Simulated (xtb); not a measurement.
BaF₂, charge +1, doublet, geometry from GFN2-xTB (such geometries of metal compounds can be far from the true shape) (a state made from the parent by changing its charge; the spin is typed, not shown lowest); GFN2-xTB (xtb).

The xtb input:
```
$ xtb mol.xyz --gfn 2 --chrg 1 --uhf 1 --opt --json

# file mol.xyz
3

Ba     0.24590842     0.26552386     0.24588166
F     -0.97404066     0.32198531    -1.79572217
F     -0.55605617    -1.97413376     0.26579181
```

What the program printed (banner, timings and long lists left out):

```
   ID    Z sym.   atoms
    1   56 Ba     1
    2    9 F      2, 3

           -------------------------------------------------
          |                Calculation Setup                |
           -------------------------------------------------

           -------------------------------------------------
          |                 G F N 2 - x T B                 |
           -------------------------------------------------

          ...................................................
          :                      SETUP                      :
          :.................................................:
          :  # basis functions                  18          :
          :  # atomic orbitals                  17          :
          :  # shells                            7          :
          :  # electrons                        15          :
          :  max. iterations                   250          :
          :  Hamiltonian                  GFN2-xTB          :
          :  restarted?                      false          :
          :  GBSA solvation                  false          :
          :  PC potential                    false          :
          :  electronic temp.          300.0000000     K    :
          :  accuracy                    1.0000000          :
          :  -> integral cutoff          0.2500000E+02      :
          :  -> integral neglect         0.1000000E-07      :
          :  -> SCF convergence          0.1000000E-05 Eh   :
          :  -> wf. convergence          0.1000000E-03 e    :
          :  Broyden damping             0.4000000          :
          :  net charge                          1          :
          :  unpaired electrons                  1          :
          ...................................................

 iter      E             dE          RMSdq      gap      omega  full diag
   1     -4.3771018 -0.437710E+01  0.779E+01    0.19       0.0  T
   2     -8.9300541 -0.455295E+01  0.307E+01   22.82       1.0  T
   3     -9.0666064 -0.136552E+00  0.284E+01   11.51       1.0  T
   4     -9.1371424 -0.705360E-01  0.272E+01    7.87       1.0  T
   5     -9.0330521  0.104090E+00  0.138E+01    8.84       1.0  T
   6     -9.0537281 -0.206759E-01  0.125E+01    7.01       1.0  T
   7     -7.9925313  0.106120E+01  0.258E+01    0.17       1.0  T
   8     -8.3006150 -0.308084E+00  0.191E+01    0.22       1.0  T
   9     -8.2671701  0.334449E-01  0.185E+01    0.22       1.0  T
[...]
         :: total energy              -9.416244032900 Eh    ::
 * total energy  :    -9.4162440 Eh     change        0.1584688E-09 Eh
 * total energy  :    -9.4162440 Eh     change       -0.7126477E-09 Eh
   *** GEOMETRY OPTIMIZATION CONVERGED AFTER 2 ITERATIONS ***
         :: total energy              -9.416244033424 Eh    ::
[...]
        13                         -0.1844229              -5.0184
        14                         -0.1767725              -4.8102
        15                         -0.1602959              -4.3619
        16                         -0.0374229              -1.0183
        17                          0.1462427               3.9795
      -------------------------------------------------------------
                  HL-Gap            0.0630044 Eh            1.7144 eV
             Fermi-level           -0.7458178 Eh          -20.2947 eV

     #   Z          covCN         q      C6AA      α(0)
     1  56 Ba       1.185     0.943  1345.081   146.363
     2   9 F        0.592     0.028     9.168     3.571
     3   9 F        0.592     0.028     9.168     3.571

 Mol. C6AA /au·bohr⁶  :       1685.394396
 Mol. C8AA /au·bohr⁸  :     439001.293202
 Mol. α(0) /au        :        153.504692

Wiberg/Mayer (AO) data.
largest (>0.10) Wiberg bond orders for each atom

 ---------------------------------------------------------------------------
     #   Z sym  total        # sym  WBO       # sym  WBO       # sym  WBO
 ---------------------------------------------------------------------------
     1  56 Ba   1.662 --     3 F    0.831     2 F    0.831
     2   9 F    1.055 --     1 Ba   0.831     3 F    0.225
     3   9 F    1.055 --     1 Ba   0.831     2 F    0.225
 ---------------------------------------------------------------------------

Topologies differ in total number of bonds
Writing topology from bond orders to xtbtopo.mol

molecular dipole:
                 x           y           z       tot (Debye)
 q only:        0.357       0.385       0.357
   full:        1.007       1.088       1.007       4.555
molecular quadrupole (traceless):
                xx          xy          yy          xz          yz          zz
 q only:       -0.258       0.449       0.208       0.548       0.163       0.050
  q+dip:       -0.006       1.052       0.075       0.947       1.110      -0.069
   full:        1.438      -0.421      -1.018      -1.188       1.299      -0.420

optimized geometry written to: xtbopt.xyz

           -------------------------------------------------
          | TOTAL ENERGY               -9.416244033424 Eh   |
          | GRADIENT NORM               0.000000677887 Eh/α |
          | HOMO-LUMO GAP               1.714437709240 eV   |
           -------------------------------------------------

normal termination of xtb
```
